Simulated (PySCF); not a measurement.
A GIAO shielding run with PySCF (density fitting, non-relativistic, gas phase) on SMILES [SiH3]O[SiH2]C#[C][GeH3], C2H8GeOSi2:

```
{"job": {"kind": "nmr", "xc": "PBE0", "basis": "cc-pVDZ", "pop": true}, "charge": 0, "multiplicity": 1}
Si    -2.953377     0.274968     0.288413
O     -2.226309     0.701910    -1.142733
Si    -0.819599     1.243190    -1.821929
C      0.597716     0.813059    -0.736556
C      1.528771     0.506160    -0.003252
Ge     2.961687     0.021393     1.153065
H     -2.053440    -0.608564     1.087674
H     -4.213048    -0.452023    -0.033807
H     -3.275525     1.495527     1.086812
H     -0.866917     2.723181    -1.983191
H     -0.639049     0.587457    -3.144320
H      2.388101    -0.227408     2.555100
H      3.620667    -1.254591     0.611221
H      3.976699     1.172280     1.187441
```

Hardware: 1 thread of an Arm Neoverse V2, shared host. The job also computes population analyses, field gradients.

**Question.** How large is the calculation?

**Answer.** 88 electrons, 145 basis functions and 977 auxiliary functions.

**Question.** How long does it take?

**Answer.** 19 s of wall time, with 12 SCF cycles and 5 response iterations. Times on a shared host scatter by some tens of per cent.

**Question.** And these other runs on the same molecule and hardware: GIAO shielding at PBE0/6-31G; GIAO shielding at PBE0/6-31G*; GIAO shielding at PBE0/STO-3G; GIAO shielding at PBE0/def2-SVP; GIAO shielding at PBE0/def2-TZVP?

**Answer.** PBE0/6-31G: 96 functions, 10 s; PBE0/6-31G*: 126 functions, 15 s; PBE0/STO-3G: 59 functions, 5.3 s; PBE0/def2-SVP: 150 functions, 16 s; PBE0/def2-TZVP: 263 functions, 41 s.
